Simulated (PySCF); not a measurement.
Species: C3H3N2 (charge -1, singlet). It need not be the lowest isomer of its formula. Whether it binds its extra electron was not tested at this geometry. 
Geometry from a B3LYP-D3(BJ)/def2-TZVP (Ansatz) optimisation:
```
C
N 1 1.3560
H 2 1.0071 1 127.33
C 1 1.3771 2 105.91 3 180.00
H 1 1.0824 2 121.10 3 0.00
H 4 1.0827 1 125.05 5 0.00
N 2 1.4009 3 121.39 1 180.00
C 7 1.3452 2 107.60 3 -180.00
```
Charge -1, spin multiplicity 1.

Dispersion corrections to the total energy (kcal/mol) from the dftd3 and dftd4 libraries through PySCF: D3(BJ) without and D4 with the three-body term, each with the damping fitted for the functional named.

```csv
functional,D3(BJ),D4
BHLYP,-5.07,-4.92
B3LYP,-6.62,___
B2GP-PLYP,___,-1.81
BP86,-5.80,___
TPSSh,-4.29,-5.51
PBE,-3.82,-4.49
CAM-B3LYP,-2.76,-3.65
```

Some entries are withheld; supply them.


- B3LYP, D4: -7.24
- B2GP-PLYP, D3(BJ): -2.21
- BP86, D4: -5.74
